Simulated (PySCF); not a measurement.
# Nuclear quadrupole coupling in `O=C(F)c1ccoc1`

Species: C5H3FO2.
Z-matrix (Å and degrees, GFN2-xTB geometry), rows numbered from 1:
```
O 
C   1  1.1828
F   2  1.3737  1  119.11
C   2  1.4464  1  130.02  3   179.98
C   4  1.4279  2  126.49  1     0.08
C   5  1.3563  4  105.52  2   180.00
O   6  1.3478  5  110.74  4     0.02
C   7  1.3258  6  107.80  5    -0.01
H   5  1.0691  4  126.15  2     0.02
H   6  1.0717  5  132.02  4   180.00
H   8  1.0726  4  131.07  2    -0.01
```

Field gradients from the PBE0/pcSseg-1 density (PySCF, non-relativistic), principal values in atomic units, ordered |Vxx| ≤ |Vyy| ≤ |Vzz|:

```json
{"atom": "O1", "Vxx": "0.5020", "Vyy": "1.0273", "Vzz": "-1.5293"}
{"atom": "O7", "Vxx": "-0.5917", "Vyy": "-0.8061", "Vzz": "1.3977"}
```

Problem. Find the asymmetry η = (Vxx − Vyy)/Vzz and the couplings χ = eQV/h (234.96 MHz × Q in barn × V in au), with Q(17O) = −0.0256 b.

Solution. 
```tsv
atom	environment	nucleus	η	χzz (MHz)	χxx (MHz)	χyy (MHz)
O1	carbonyl oxygen	17O	0.34	9.20	-3.02	-6.18
O7	furan-type oxygen	17O	0.15	-8.41	3.56	4.85
```

The tensor is traceless: Vxx + Vyy + Vzz = 0.

Problem. What is Vzz at O7 in SI units (1 au = 9.71736 × 10²¹ V/m²)?

Solution. 1.3977 au = 13.582 × 10²¹ V/m².

Problem. And the gradient at the other heavy atoms, for which no coupling is worked out here?

Solution. 
```json
{"atom": "C2", "environment": "acyl halide carbon", "Vzz (au)": "-0.492", "η": "0.23"}
{"atom": "F3", "environment": "acyl fluorine", "Vzz (au)": "2.554", "η": "0.29"}
{"atom": "C4", "environment": "substituted aromatic carbon", "Vzz (au)": "-0.104", "η": "0.96"}
{"atom": "C5", "environment": "aromatic CH carbon", "Vzz (au)": "0.227", "η": "0.49"}
{"atom": "C6", "environment": "aromatic CH next to a ring oxygen", "Vzz (au)": "-0.348", "η": "0.89"}
{"atom": "C8", "environment": "aromatic CH next to a ring oxygen", "Vzz (au)": "-0.360", "η": "0.29"}
```

Problem. What couplings would deuterons (Q(2H) = 0.00286 b) have in place of the hydrogens, at this geometry?

Solution. 
| atom | bonded to | bond length (Å) | Vzz (au) | η | χzz (kHz) |
| --- | --- | --- | --- | --- | --- |
| H9 | C5 | 1.069 | 0.3485 | 0.05 | 234 |
| H10 | C6 | 1.072 | 0.3393 | 0.11 | 228 |
| H11 | C8 | 1.073 | 0.3343 | 0.09 | 225 |

The structure is a single GFN2-xTB conformer in the gas phase; no vibrational or solvent corrections. GFN2-xTB bond lengths can be off by several hundredths of an ångström, more for odd bonds, and the gradients follow them. A larger basis could move these couplings by a tenth or more.

These values come from a run that also computed NMR shieldings. On an Intel Xeon Platinum 8488C with one thread, shared host, this took 14 s and 0.71 GiB of memory at its peak.
